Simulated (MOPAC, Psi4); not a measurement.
Two rigid molecules brought together: C2H4 ··· H4N+ (SMILES C=C and [NH4+]) (charge +1), singlet. Monomers: optimised at B3LYP-D3(BJ) (def2-TZVP), held rigid. Orientation: lowest of the rigid-body minima from ten starts at GFN2-xTB. Only R, the distance of the centres of mass, is varied, so the lowest point isn't the relaxed dimer.

Computed with: AM1, restricted, heats of formation (MOPAC); SAPT0/jun-cc-pVDZ, frozen core (Psi4).

Interaction energies in kJ/mol:

```tsv
R / Å	AM1
2.34	153.37
2.55	45.95
2.76	0.54
2.94	-14.96
3.13	-20.13
3.35	-18.47
3.61	-13.14
3.94	-8.15
4.47	-4.96
5.11	-3.45
6.10	-2.10
7.43	-1.18
```

Question: Estimate the SAPT0/jun-cc-pVDZ values at these points.

Answer: 2.34: 101.69; 2.55: 19.13; 2.76: -20.23; 2.94: -34.88; 3.13: -40.26; 3.35: -40.10; 3.61: -36.08; 3.94: -29.22; 4.47: -19.53; 5.11: -12.08; 6.10: -6.44; 7.43: -3.32 (kJ/mol).
